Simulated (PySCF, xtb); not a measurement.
CH3Cl2FGe, SMILES [Ge]([CH3])([Cl])([F])[Cl].

Harmonic wavenumbers (cm⁻¹) from GFN2-xTB (xtb) at its own minimum, in rising order: 64, 115, 116, 135, 161, 174, 338, 371, 429, 542, 782, 784, 1281, 1418, 1420, 3030, 3040, 3044.

### Question
What does B3LYP-D3(BJ)/def2-SVP in PySCF give at its own minimum? (Estimate from the structure and the level; the computed values follow.)

### Answer
81, 136, 143, 170, 209, 215, 409, 443, 618, 720, 816, 818, 1259, 1423, 1425, 3054, 3167, 3169. Paired by order, the mean absolute difference is 60 cm⁻¹ and the zero-point energies are 24.6 and 26.1 kcal/mol.
